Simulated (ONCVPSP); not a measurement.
## sulfur (S), ONCV: configuration errors across variants

sulfur (S), optimised norm-conserving Vanderbilt (ONCV), made with ONCVPSP 4.0.1 (PBE, fully relativistic). Core [Ne], reference 3s2 3p4. Waves: 3s: rc 1.30 bohr, ncon 5, nbas 9, qcut 6 1/bohr, 1 projector; 3p: rc 1.40 bohr, ncon 4, nbas 7, qcut 4.8 1/bohr, 2 projectors, debl 2.7 Ha; d scattering state at 0.02 Ha: rc 1.05 bohr, ncon 4, nbas 9, qcut 10.7 1/bohr, 2 projectors, debl 2.3 Ha. Local part: polynomial inside 0.95 bohr (lpopt 1, dvloc0 1 Ha). Core correction: none.

Open shells are filled in proportion to 2j + 1.

All-electron excitation energies from the reference (eV): (1) 3s2 3p3 11.769; (2) 3s2 3p2 34.053; (3) 3s2 3p1 68.095; (4) 3s1 3p5 10.310.

3 further variants failed, have other tests or another functional or relativity, and are left out.

Errors AE − PS in meV (a dash: test not solved or not reliable):

| change | (1) | (2) | (3) | (4) | bound ghosts | GHOST(+) flags above zero |
| --- | --- | --- | --- | --- | --- | --- |
| base | +2.1 | +18 | +77 | +0.2 | none | s |
| d: debl 1.35 | +2.1 | +18 | +77 | +0.2 | none | s |
| s: rc 1.72 | +1.8 | +16 | +68 | +1.6 | none | s |
| local potential polynomial inside 0.95 bohr (lpopt 1, dvloc0 2 Ha) | +1.9 | +17 | +73 | +0.2 | none | s |

**Question.** Give the same row for: s: ncon 4, nbas 8.

**Answer.** +1.8, +16, +70, +1.4; bound ghosts: none; GHOST(+) flags above zero: s.
